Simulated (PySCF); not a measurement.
Electronic absorption of C3H8F2N2Si

C3H8F2N2Si.
Geometry (GFN2-xTB, Å), atoms numbered from 1 in this order:
```
atom  x, y, z in Å
F1     1.252   -0.437    1.617
C2     1.726   -0.523    0.332
C3     0.644   -0.111   -0.676
C4     0.082    1.287   -0.338
N5    -1.259    1.121    0.172
Si6   -1.720   -0.508    0.376
F7    -3.146   -0.820   -0.302
N8    -0.471   -1.021   -0.681
H9     2.598    0.136    0.269
H10    2.032   -1.564    0.179
H11    1.123   -0.106   -1.664
H12    0.057    1.911   -1.239
H13    0.730    1.778    0.398
H14   -1.621    1.912    0.673
H15   -1.814   -1.064    1.713
H16   -0.220   -1.982   -0.840
```

Level of theory: TDDFT wB97X-D/def2-SVPD, vertical, gas phase, core orbitals frozen in the response in PySCF 2.14.0, density-fitted response routines.

Q: Predict the UV-vis stick spectrum at this level.

A: 

```tsv
state	E (eV)	E (hartree)	f	main configurations (H = HOMO, L = LUMO)
S1	6.49	0.2386	0.0037	H→L (72%)
S2	6.71	0.2465	0.028	H→L+1 (64%), H→L+2 (10%)
S3	7.06	0.2595	0.0012	H→L+2 (38%), H-1→L (18%), H→L+3 (14%)
S4	7.28	0.2676	0.028	H→L+3 (38%), H→L+2 (22%), H-1→L (14%)
S5	7.74	0.2845	0.015	H→L+4 (28%), H→L+5 (16%), H→L+3 (12%)
S6	7.89	0.2899	0.0078	H→L+6 (32%), H→L+7 (16%), H-1→L+3 (14%)
S7	7.97	0.2928	0.011	H→L+5 (39%), H-1→L+1 (14%), H-1→L+2 (14%)
S8	8.05	0.2958	0.065	H→L+4 (33%), H→L+5 (15%), H-1→L+1 (13%)
```

Triplets (Tamm–Dancoff): T1 6.36 eV, H→L (53%), H→L+1 (21%); T2 6.47 eV, H→L+1 (46%), H→L (18%), H→L+2 (10%); T3 6.89 eV, H→L+2 (46%), H-1→L (11%), H→L+3 (8%).

The lowest singlet lies at 6.49 eV (191 nm, vacuum ultraviolet) and is very weak; its leading configuration is HOMO→LUMO (72%). The most intense listed level is S8 at 8.05 eV (154 nm, f = 0.065), 1.56 eV above S1. It is the last of those listed, so stronger ones may follow. Löwdin shares by element: HOMO nitrogen 63%, carbon 8% or more, silicon 5% (atoms not listed hold the other 25%); LUMO carbon 25% or more, silicon 12%, hydrogen 9% or more (atoms not listed hold the other 54%). Orbital energies (eV): HOMO-3 -11.92, HOMO-2 -11.67, HOMO-1 -9.45, HOMO -8.55, LUMO 2.14, LUMO+1 2.61, LUMO+2 2.75. Of the 8 states listed, 5 reach f = 0.01 and none stays under 0.0005. The oscillator strengths of these states sum to 0.160; summed over the whole spectrum of an exact calculation they would give the number of electrons, 72 (Thomas–Reiche–Kuhn). The window holds the lowest 8 singlets.

One conformer stands for the species.
